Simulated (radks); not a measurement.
Question: The mean radii <r> (bohr) of the occupied orbitals of an atom or ion are listed with their occupations. Method: scalar-relativistic Kohn-Sham, PBE, spin-polarised, spherical densities, point nucleus; computed with a radial shooting solver on a logarithmic mesh with Libxc functionals.

orbital  occ.     <r>
1s up       1  0.1036
1s down     1  0.1036
2s up       1  0.5191
2s down     1  0.5190
2p up       3  0.4843
2p down     3  0.4842
3s up       1   1.742
3s down     1   1.743
3p up       1   1.963

Name the element and its charge. Open shells, if any, are filled with parallel spins first.

Answer: Z = 15, phosphorus, charge +2: P2+ in [Ne] 3s2 3p1. The 1s radius gives Z: for a bare nucleus <r> = (2 gamma + 1)/(2Z) with gamma = sqrt(1 - (Z/c)^2), 0.0996 bohr for Z = 15, and screening makes it slightly larger (0.1036 here). The occupations add up to 13, and the charge is Z minus that.
